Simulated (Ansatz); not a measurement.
Ag₂F. Charge 0, multiplicity 2. Geometry PBE-D4/def2-TZVP.

```xyz
3

Ag   -0.9411   -1.0795   -0.3803
Ag    0.1113    1.4327   -0.3612
F     0.8298   -0.3532    0.7415
```

In the def2 sets Ag takes a core potential; there is no spin–orbit coupling. B3LYP takes the VWN-RPA correlation. The structure comes from a short search, and lower isomers may exist.

Problem. Estimate the α-spin orbital energies around the gap (eV) in Ansatz with PBE-D4/def2-SVP, r2SCANh-D4/def2-TZVP, B3LYP-D4/def2-TZVP, r2SCAN0-D4/def2-TZVP, CAM-B3LYP-D4/def2-TZVP.

Solution. 
```csv
orbital,PBE-D4/def2-SVP,r2SCANh-D4/def2-TZVP,B3LYP-D4/def2-TZVP,r2SCAN0-D4/def2-TZVP,CAM-B3LYP-D4/def2-TZVP
HOMO−13,-9.38,-10.38,-10.95,-11.40,-12.74
HOMO−12,-8.78,-9.76,-10.32,-10.76,-12.10
HOMO−11,-8.41,-9.42,-9.99,-10.47,-11.80
HOMO−10,-8.38,-9.39,-9.97,-10.46,-11.78
HOMO−9,-7.89,-8.89,-9.46,-9.96,-11.27
HOMO−8,-7.75,-8.72,-9.29,-9.79,-11.09
HOMO−7,-7.57,-8.53,-9.12,-9.60,-10.90
HOMO−6,-7.47,-8.43,-9.01,-9.49,-10.79
HOMO−5,-7.39,-8.35,-8.93,-9.41,-10.69
HOMO−4,-7.31,-8.24,-8.82,-9.28,-10.58
HOMO−3,-6.91,-7.80,-8.32,-8.72,-9.98
HOMO−2,-6.63,-7.70,-8.25,-8.67,-9.94
HOMO−1,-6.46,-7.33,-7.88,-8.26,-9.53
HOMO,-4.64,-5.06,-5.27,-5.39,-6.26
LUMO,-3.40,-3.08,-3.04,-2.66,-2.01
LUMO+1,-1.04,-0.65,-0.72,-0.37,0.19
LUMO+2,-0.98,-0.53,-0.61,-0.21,0.33
LUMO+3,0.10,0.75,0.49,1.04,1.41
LUMO+4,0.25,0.92,0.66,1.19,1.58
LUMO+5,0.71,1.43,1.13,1.68,2.03
β HOMO,-6.32,-7.18,-7.73,-8.11,-9.40
β LUMO,-4.14,-3.54,-3.68,-3.01,-2.37
```
